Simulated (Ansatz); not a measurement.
A structure relaxed at PBE0-D4/def2-TZVP, charge 0, multiplicity 1:

```xyz
12

N     1.377   -0.935    1.384
C     1.200   -0.122    0.427
O     2.171    0.620   -0.170
Al   -0.655    0.074   -0.242
N    -1.876   -0.915    0.549
N    -0.979    1.199   -1.561
H     2.354   -1.000    1.694
H     3.025    0.433    0.248
H    -1.628   -1.538    1.300
H    -2.861   -0.958    0.354
H    -1.870    1.390   -1.988
H    -0.257    1.751   -1.995
```

Give its formula and SMILES.

CH6AlN3O, `N=[C](O)[Al]([NH2])[NH2]`.

Point group (tolerance 0.08 Å, 0.16 Å for H)?

Cs.

Summarise the bond lengths by kind.

1 × C–N 1.268 Å; 5 × H–N 1.005 to 1.027 Å; 1 × C–O 1.360 Å; 1 × Al–C 1.981 Å; 1 × H–O 0.969 Å; 2 × Al–N 1.759 to 1.764 Å.

All numbers were calculated with Ansatz.
